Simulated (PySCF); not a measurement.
## Polarisability and C₆ of Cs (caesium, neutral)

[Xe] 6s1, 2S determinant. Calculation: PySCF 2.14, in aug-cc-pVQZ-X2C; the spin-free X2C one-electron Hamiltonian (Gaussian nucleus). Coupled (time-dependent) response in atomic units; α is the mean over directions.

| method | mean α (bohr³) | C₆ (like pair) | S(−4) |
| --- | --- | --- | --- |
| UHF | 662.3 | 14040 | 391300 |
| PBE | 468.8 | 8565 | 193900 |

S(−4) is the Cauchy moment in α(ω) = α(0) + S(−4) ω² + …

Reference α: 400.9 ± 0.7 bohr³ (recommended; Schwerdtfeger and Nagle, table of static dipole polarizabilities (2023 update)). Published C₆: 6660 (Gould and Bucko (2016)).

Hartree-Fock lies above the reference because it lacks correlation, which contracts the outer shell.

α(iu) at UHF:

| u (hartree) | α(iu) (bohr³) |
| --- | --- |
| 0 | 662.3 |
| 0.0500 | 272.9 |
| 0.100 | 106.9 |
| 0.200 | 39.85 |
| 0.300 | 24.56 |
| 0.500 | 14.40 |
| 0.750 | 9.210 |
| 1.00 | 6.419 |
| 1.50 | 3.614 |
| 2.00 | 2.327 |
| 3.00 | 1.224 |
| 5.00 | 0.5283 |

A single London oscillator, α(iu) = α/(1 + u²/ω²), gives C₆ = (3/4) ω α². Matching the computed C₆ needs ω = 4 × 14040 / (3 × 662.3²) = 0.0427 hartree.

Spin-orbit coupling, which splits the p, d and f shells strongly at this Z, is absent.
